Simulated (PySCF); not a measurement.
**Computed structure and properties of Hf(BH4)4**

System: Hf(BH4)4 (singlet); start: displaced along the imaginary mode (C2). Method: PySCF 2.14.0, RKS TPSS, Hf def2-SVP with ECP60, B def2-SVP, H def2-SVP; non-relativistic Hamiltonian with scalar-relativistic core potentials where named; density fitting; no spin-orbit coupling.

Input of the relaxation:

```python
mol = gto.M(atom='''
Hf     0.00000     0.00000     0.01965
B      1.39183     1.40707     1.25954
H      2.12628     2.12697     1.87974
H      0.50062     0.85418     1.97554
H      2.00404     0.45180     0.68212
H      0.75720     2.01115     0.33964
B     -1.39184    -1.40708     1.25952
H     -2.12627    -2.12697     1.87975
H     -0.50063    -0.85418     1.97551
H     -2.00405    -0.45181     0.68210
H     -0.75720    -2.01116     0.33962
B      1.31599    -1.30383    -1.38009
H      1.99593    -1.97924    -2.10257
H      1.47547    -1.54290    -0.15021
H      0.08503    -1.44531    -1.57544
H      1.53642    -0.07036    -1.48646
B     -1.31602     1.30381    -1.38009
H     -1.99597     1.97920    -2.10257
H     -1.47550     1.54290    -0.15021
H     -0.08506     1.44529    -1.57546
H     -1.53644     0.07033    -1.48644''',
    basis={'Hf': 'def2-SVP', 'B': 'def2-SVP', 'H': 'def2-SVP'},
    ecp={'Hf': 'def2-SVP'},
    charge=0, spin=0)
mf = dft.RKS(mol, xc='TPSS')
mf.grids.atom_grid = (50, 194)
mf = mf.density_fit()  # fitting sets: Hf def2-universal-JKFIT, B def2-universal-JKFIT, H def2-universal-JKFIT
mf.conv_tol = 1e-08; mf.max_cycle = 55
mf.kernel(dm0)  # dm0: converged density of the start geometry
# quasi-Newton relaxation in Cartesian coordinates to a largest gradient under 0.00045 Eh/bohr, steps kept in the point group
```

Run from Python with OMP_NUM_THREADS=4; the lines above give its settings. Where DIIS fails, smearing, a level shift and second-order steps follow.
It took 5.6 min on 4 threads of Intel(R) Xeon(R) Platinum 8488C (Sapphire Rapids) (shared host), from the converged density of the start.

Course of the relaxation:

```json
{"step": "0", "energy above end (eV)": "0.3877", "largest force component within the symmetry (eV/Å)": "0.308"}
{"step": "1", "energy above end (eV)": "0.3576", "largest force component within the symmetry (eV/Å)": "0.150"}
{"step": "2", "energy above end (eV)": "0.3355", "largest force component within the symmetry (eV/Å)": "0.151"}
{"step": "3", "energy above end (eV)": "0.3087", "largest force component within the symmetry (eV/Å)": "0.249"}
{"step": "4", "energy above end (eV)": "0.2762", "largest force component within the symmetry (eV/Å)": "0.264"}
{"step": "5", "energy above end (eV)": "0.2326", "largest force component within the symmetry (eV/Å)": "0.244"}
{"step": "6", "energy above end (eV)": "0.1779", "largest force component within the symmetry (eV/Å)": "0.187"}
{"step": "7", "energy above end (eV)": "0.0991", "largest force component within the symmetry (eV/Å)": "0.431"}
{"step": "23", "energy above end (eV)": "0.0019", "largest force component within the symmetry (eV/Å)": "0.152"}
{"step": "24", "energy above end (eV)": "0.0008", "largest force component within the symmetry (eV/Å)": "0.067"}
{"step": "25", "energy above end (eV)": "0.0003", "largest force component within the symmetry (eV/Å)": "0.023"}
{"step": "26", "energy above end (eV)": "0.0001", "largest force component within the symmetry (eV/Å)": "0.019"}
{"step": "27", "energy above end (eV)": "0.0000", "largest force component within the symmetry (eV/Å)": "0.010"}
{"step": "28", "energy above end (eV)": "0.0000", "largest force component within the symmetry (eV/Å)": "0.010"}
```
(The steps between are left out.)

Relaxed geometry (T):

```xyz
21

Hf    0.0000    0.0000   -0.0529
B     1.2763    1.3985    1.2854
H     1.9362    2.1242    1.9768
H     0.0605    1.3521    1.6056
H     1.6514    0.1980    1.2951
H     1.2703    1.7170    0.0685
B    -1.2763   -1.3985    1.2854
H    -1.9362   -2.1242    1.9768
H    -0.0605   -1.3521    1.6056
H    -1.6515   -0.1980    1.2951
H    -1.2703   -1.7170    0.0685
B     1.3989   -1.2774   -1.3895
H     2.1235   -1.9364   -2.0829
H     1.4179   -1.6006   -0.1738
H     0.1844   -1.3375   -1.7128
H     1.6653   -0.0476   -1.3943
B    -1.3989    1.2774   -1.3895
H    -2.1235    1.9364   -2.0829
H    -1.4179    1.6006   -0.1738
H    -0.1844    1.3375   -1.7128
H    -1.6653    0.0476   -1.3943
```

| contact | Å |
| --- | --- |
| Hf1–H6 (BH4) | 2.139 |
| Hf1–H11 (BH4) | 2.139 |
| Hf1–H16 (BH4) | 2.139 |
| Hf1–H21 (BH4) | 2.139 |

On the finer grid (75, 302):

The HOMO is -8.64 eV, the LUMO is -1.92 eV and the dipole about the centre of mass is 0.01 D. The set of Mulliken populations of Hf1 outside the core potential is s 2.72, p 6.06, d 2.73, f 0.15 and the D3(BJ) dispersion energy (not in the energies) is -0.664 eV.

```
atom  Mulliken (e)  Löwdin (e)  spin (e)
 Hf1          0.34        0.01      0.00
  B2         -0.39       -0.22      0.00
  H3          0.02        0.01      0.00
  H4          0.09        0.07      0.00
  H5          0.09        0.07      0.00
  H6          0.09        0.07      0.00
  B7         -0.39       -0.22      0.00
  H8          0.02        0.01      0.00
  H9          0.09        0.07      0.00
 H10          0.09        0.07      0.00
 H11          0.09        0.07      0.00
 B12         -0.39       -0.22      0.00
 H13          0.02        0.01      0.00
 H14          0.09        0.07      0.00
 H15          0.09        0.07      0.00
 H16          0.09        0.07      0.00
 B17         -0.39       -0.22      0.00
 H18          0.02        0.01      0.00
 H19          0.09        0.07      0.00
 H20          0.09        0.07      0.00
 H21          0.09        0.07      0.00
```

No frequency check is given here.

Taking off one BH4 (charge -1, singlet; the rest: singlet) in vacuum, both parts rigid, costs 9.01 eV; the small basis without counterpoise inflates it. Most of it is the attraction of opposite charges; other ways to part are cheaper, and one spin state was tried for the rest.

Rigid scan of BH4 along the line from its metal, all other atoms held (where the atom bridges, its other bond changes as well):

```json
{"distance to B2 (Å)": "2.02", "energy (eV)": "1.011"}
{"distance to B2 (Å)": "2.12", "energy (eV)": "0.394"}
{"distance to B2 (Å)": "2.22", "energy (eV)": "0.087"}
{"distance to B2 (Å)": "2.32", "energy (eV)": "0.000"}
{"distance to B2 (Å)": "2.42", "energy (eV)": "0.066"}
{"distance to B2 (Å)": "2.52", "energy (eV)": "0.237"}
{"distance to B2 (Å)": "2.72", "energy (eV)": "0.752"}
{"distance to B2 (Å)": "3.02", "energy (eV)": "1.667"}
{"distance to B2 (Å)": "3.42", "energy (eV)": "2.784"}
{"distance to B2 (Å)": "3.92", "energy (eV)": "3.849"}
```

One start shape was tried, so this needn't be the lowest isomer.
